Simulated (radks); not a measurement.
Values are calculated unless marked as measured or tabulated.
Problem. The lithium ion Li2+, 1s1. Code: a radial shooting solver on a logarithmic mesh with Libxc functionals. Model: non-relativistic Kohn-Sham, LDA (Slater exchange, Perdew-Wang correlation), spin-polarised, spherical densities, point nucleus. Every spin shell is full or empty, so the densities are truly spherical. Functionals are evaluated on that one density, not self-consistently. Rank these orbital-free kinetic functionals by their error against the exact value of the orbitals, and give that value: Thomas-Fermi, von Weizsacker, TF + vW, revAPBEK, Perdew 92, Thakkar, Pearson, PG1, Ernzerhof.

Solution. Exact: 4.38013 hartree. From best to worst, with 100 (|E| - |E exact|)/|E exact| (equal figures are ties): von Weizsacker 0.00, Thakkar +2.35, Pearson -2.42, Perdew 92 +2.66, revAPBEK +2.89, Ernzerhof +6.53, Thomas-Fermi -8.47, PG1 +55.09, TF + vW +91.53.
